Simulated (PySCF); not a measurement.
Bi(NMe2)(SiH3)2, SMILES C[N](C)[Bi]([SiH3])[SiH3] (C2H12BiNSi2), GFN2-xTB optimised geometry.

```
18

Bi     0.06     0.37     2.07
N      0.50    -1.60     1.23
C      1.91    -1.80     1.01
C     -0.27    -2.02     0.09
H      2.11    -2.85     0.78
H      2.31    -1.19     0.18
H      2.46    -1.53     1.92
H     -0.10    -1.40    -0.80
H     -0.01    -3.05    -0.16
H     -1.33    -1.99     0.34
Si     1.02     1.65     0.00
H      2.48     1.65     0.00
H      0.61     3.05     0.00
H      0.61     1.10    -1.29
Si    -2.36     0.56     1.13
H     -3.25    -0.45     1.71
H     -2.48     0.45    -0.32
H     -2.95     1.85     1.49
```

Density from PBE0/def2-SVP, def2 effective core potentials past Kr run with PySCF at that geometry. The core electrons that the potentials of Bi replace are not part of the density.

Minimum of the electron density along straight lines between bonded atoms, close to the bond critical point (lines longer than 1.1 times the sum of covalent radii, or with two minima, are not listed):

| bond | length / Å | ρ at the minimum / e bohr⁻³ | ∇²ρ there / e bohr⁻⁵ | position (fraction from the first atom) |
|---|---|---|---|---|
| Bi1–N2 | 2.185 | 0.096 | 0.27 | 0.52 |
| N2–C3 | 1.440 | 0.277 | -0.79 | 0.61 |
| N2–C4 | 1.437 | 0.278 | -0.80 | 0.61 |
| C3–H5 | 1.094 | 0.276 | -1.02 | 0.63 |
| C3–H6 | 1.105 | 0.270 | -0.95 | 0.62 |
| C3–H7 | 1.090 | 0.279 | -1.04 | 0.63 |
| C4–H8 | 1.104 | 0.271 | -0.96 | 0.62 |
| C4–H9 | 1.095 | 0.275 | -1.01 | 0.63 |
| C4–H10 | 1.089 | 0.279 | -1.04 | 0.63 |
| Bi1–Si11 | 2.617 | 0.073 | [?] | 0.52 |
| Si11–H12 | 1.464 | 0.116 | 0.33 | 0.49 |
| Si11–H13 | 1.461 | 0.116 | 0.34 | 0.49 |
| Si11–H14 | 1.459 | 0.116 | 0.33 | 0.49 |
| Bi1–Si15 | 2.611 | 0.074 | [?] | 0.53 |
| Si15–H16 | 1.463 | 0.116 | 0.33 | 0.49 |
| Si15–H17 | 1.459 | 0.117 | 0.32 | 0.49 |
| Si15–H18 | 1.464 | 0.116 | 0.32 | 0.49 |

Question: Fill in the missing entries.

Answer: 
- Bi1–Si11, ∇²ρ there / e bohr⁻⁵: -0.04
- Bi1–Si15, ∇²ρ there / e bohr⁻⁵: -0.05
